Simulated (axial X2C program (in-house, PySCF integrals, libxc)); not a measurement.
**How the levels of BrNdBr (f3 s1 d(πδ)0 orbitals) move with the bond length**

Computed with an in-house all-electron X2C program for linear molecules (integrals from PySCF): two-component X2C with atomic mean-field Coulomb and Gaunt terms, basis Br dyall-v3z, Nd dyall-v3z (cores contracted in-house). Orbitals come from Hartree–Fock averaged over the configuration Nd f3 s1 d(πδ)0; CI then distributes these electrons over the f, s, d(πδ) shells of Nd.

At Br–Nd–Br held linear, both bonds 2.762 Å:

```json
{"Ω": "6", "energy (cm⁻¹)": "0", "g∥": "8.32", "configuration": "100% f3 d(πδ)1"}
{"Ω": "5", "energy (cm⁻¹)": "567", "g∥": "6.90", "configuration": "98% f3 d(πδ)1"}
{"Ω": "4", "energy (cm⁻¹)": "606", "g∥": "4.83", "configuration": "56% f3 d(πδ)1 + 44% f3 s1"}
{"Ω": "3", "energy (cm⁻¹)": "1028", "g∥": "3.30", "configuration": "58% f3 s1 + 42% f3 d(πδ)1"}
{"Ω": "2", "energy (cm⁻¹)": "1301", "g∥": "1.84", "configuration": "87% f3 s1 + 13% f3 d(πδ)1"}
{"Ω": "4", "energy (cm⁻¹)": "1446", "g∥": "4.89", "configuration": "55% f3 s1 + 46% f3 d(πδ)1"}
{"Ω": "7", "energy (cm⁻¹)": "1513", "g∥": "12.45", "configuration": "100% f3 d(πδ)1"}
{"Ω": "1", "energy (cm⁻¹)": "1532", "g∥": "0.54", "configuration": "96% f3 s1"}
{"Ω": "0", "energy (cm⁻¹)": "1662", "g∥": "0.00", "configuration": "97% f3 s1"}
{"Ω": "5", "energy (cm⁻¹)": "1707", "g∥": "8.49", "configuration": "78% f3 s1 + 22% f3 d(πδ)1"}
{"Ω": "3", "energy (cm⁻¹)": "1776", "g∥": "4.09", "configuration": "52% f3 d(πδ)1 + 47% f3 s1"}
{"Ω": "6", "energy (cm⁻¹)": "1935", "g∥": "10.96", "configuration": "97% f3 d(πδ)1"}
{"Ω": "4", "energy (cm⁻¹)": "2031", "g∥": "7.14", "configuration": "80% f3 s1 + 20% f3 d(πδ)1"}
{"Ω": "2", "energy (cm⁻¹)": "2116", "g∥": "2.71", "configuration": "60% f3 d(πδ)1 + 40% f3 s1"}
```

g∥ is the magnitude of 2⟨Lz + ge Sz⟩ for the +Ω component. The lowest 14 levels at most are listed.

At Br–Nd–Br held linear, both bonds 2.983 Å:

```tsv
Ω	energy (cm⁻¹)	g∥	configuration
6	0	8.35	100% f3 d(πδ)1
5	481	6.80	100% f3 d(πδ)1
4	806	5.04	95% f3 d(πδ)1
3	1311	3.27	94% f3 d(πδ)1 + 6% f3 s1
7	1534	12.48	100% f3 d(πδ)1
6	1902	10.81	99% f3 d(πδ)1
2	1936	1.60	91% f3 d(πδ)1 + 9% f3 s1
5	2202	8.77	94% f3 d(πδ)1 + 6% f3 s1
1	2553	0.23	89% f3 d(πδ)1 + 11% f3 s1
4	2605	6.84	90% f3 d(πδ)1 + 10% f3 s1
4	2799	4.98	91% f3 s1 + 9% f3 d(πδ)1
0	2883	0.00	92% f3 d(πδ)1 + 8% f3 s1
3	2936	3.94	90% f3 s1 + 10% f3 d(πδ)1
2	2982	2.44	88% f3 s1 + 12% f3 d(πδ)1
```

The lowest level lies 1163 cm⁻¹ above the lowest at the first distance.

Q: How does the gap from the lowest to the fifth level change between the two distances?

A: From 1301 to 1534 cm⁻¹, a factor of 1.18.

Dynamic correlation is missing, so gaps between terms are too wide and other configurations may lie lower; the lowest level listed is that of this model, not necessarily the ground state. The lowest levels belong to f3 d(πδ)1, not to the averaged configuration, so orbitals and distance suit them less well. At most 4 roots were kept for each Ω > 0 (twice that for Ω = 0) within 2.2 eV of the lowest, so higher up levels can be missing between those listed; levels with Ω > 0 are doubly degenerate and listed once, Ω = 0 levels singly. States that fill the shells left empty in the average are placed too high. The molecule was held linear; bending was not examined.
